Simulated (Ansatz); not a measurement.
Total energies of (H2In-mu-F)2 (In₂H₄F₂) from Ansatz at PBE0-D4/def2-TZVPD, gas phase (1 Eh = 27.2114 eV = 2625.5 kJ/mol). The reference geometry is relaxed at B3LYP-D4/def2-SVP.

```json
{"state": "charge 0 singlet", "geometry": "reference", "energy (Eh)": "-582.33968"}
{"state": "charge -1 doublet", "geometry": "reference", "energy (Eh)": "-582.33658"}
{"state": "charge -1 doublet", "geometry": "relaxed at B3LYP-D4/def2-SVPD", "energy (Eh)": "-582.36090"}
{"state": "free In atom (doublet)", "geometry": "–", "energy (Eh)": "-190.11403"}
{"state": "free H atom (doublet)", "geometry": "–", "energy (Eh)": "-0.50104"}
{"state": "free F atom (doublet)", "geometry": "–", "energy (Eh)": "-99.67703"}
```

In the def2 sets In takes a core potential; there is no spin–orbit coupling.

(1) Work out the vertical electron affinity, to the doublet.

(2) How much does the charge -1 doublet relax, and what is the adiabatic electron affinity?

(3) What is the binding energy per atom against free atoms?

(1) E(charge 0 singlet) − E(charge -1 doublet) = -582.33968 − (-582.33658) = -0.00310 Eh = -0.08 eV; so near zero that its sign isn't settled.

(2) Relaxation: -582.33658 − (-582.36090) = 0.02432 Eh = 0.66 eV. Adiabatic electron affinity: 0.02122 Eh = 0.58 eV, without zero-point energy. Bonds change on the way (1 lost, 0 formed), so the relaxed form is another species. 

(3) Atoms: 2 × (-190.11403) + 4 × (-0.50104) + 2 × (-99.67703) = -581.58628 Eh. Binding: -581.58628 − (-582.33968) = 0.75340 Eh = 20.50 eV, or 2.56 eV for each of 8 atoms (no zero-point energy, no counterpoise term).

At PBE0-D4/def2-TZVPD the highest occupied level of the charge -1 doublet lies above zero (up to 1.33 eV). Energy differences disagree on whether the electron is bound (positive means bound): -0.08 eV (vertical, to the charge 0 singlet, at PBE0-D4/def2-TZVPD), but 0.09 eV at PBE-D4/def2-TZVPD.
